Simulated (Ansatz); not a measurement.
Geometry optimisation, Ansatz 0.2.0, RHF/def2-SVP.

Input file:

```yaml
crystal:
  periodic: [false, false, false]
  atoms:
    - { symbol: Al, position_ang: [-0.022566, -0.416298, -0.020892] }
    - { symbol: Cl, position_ang: [0.088187, -0.600066, 2.157953] }
    - { symbol: O, position_ang: [1.383443, -0.407468, -0.916243] }
    - { symbol: H, position_ang: [2.291807, -0.524895, -0.706422] }
    - { symbol: O, position_ang: [-1.511008, -0.325122, -0.764842] }
    - { symbol: H, position_ang: [-2.397822, -0.324081, -0.4537] }
    - { symbol: H, position_ang: [0.046647, 2.25243, 0.681338] }
    - { symbol: H, position_ang: [0.065911, 1.811999, 1.241408] }
basis:
  gaussian: { orbitals: def2-SVP }
hamiltonian:
  xc: hf
relax:
  f_tol: 0.03
  max_steps: 50
```

Command:

```bash
$ ansatz run input.yaml --threads 1 --pin off --max-ram 2048MiB --backend cpu --events-out ev --progress --plain --runs-dir out
```

Q: Where does it end, and by what steps?

A: The run converged. The force dipped under the threshold on the way, but the program's further checks kept it going. After 11 steps the energy has fallen by 0.157 eV; Cl2 moved furthest, 0.46 Å.

| step | energy less start (eV) | largest force component (eV/Å) | accepted |
| --- | --- | --- | --- |
| 0 | 0.0000 | 1.245 | yes |
| 1 | -0.1278 | 0.544 | yes |
| 2 | -0.1467 | 0.338 | yes |
| 3 | -0.1520 | 0.152 | yes |
| 4 | -0.1537 | 0.135 | yes |
| 5 | -0.1543 | 0.133 | yes |
| 6 | -0.1553 | 0.040 | yes |
| 7 | -0.1556 | 0.023 | yes |
| 8 | -0.1561 | 0.043 | yes |
| 9 | -0.1564 | 0.058 | yes |
| 10 | -0.1567 | 0.047 | yes |
| 11 | -0.1568 | 0.015 | yes |

```xyz
8
Properties=species:S:1:pos:R:3
Al -0.028 -0.525 0.032
Cl 0.061 -1.049 2.068
O 1.374 -0.389 -0.866
H 2.283 -0.491 -0.651
O -1.504 -0.299 -0.717
H -2.391 -0.346 -0.409
H 0.050 2.395 0.525
H 0.101 2.171 1.236
```

The run took 16 s on 1 thread of Arm Neoverse V1, on a shared host, peak memory 0.15 GiB.
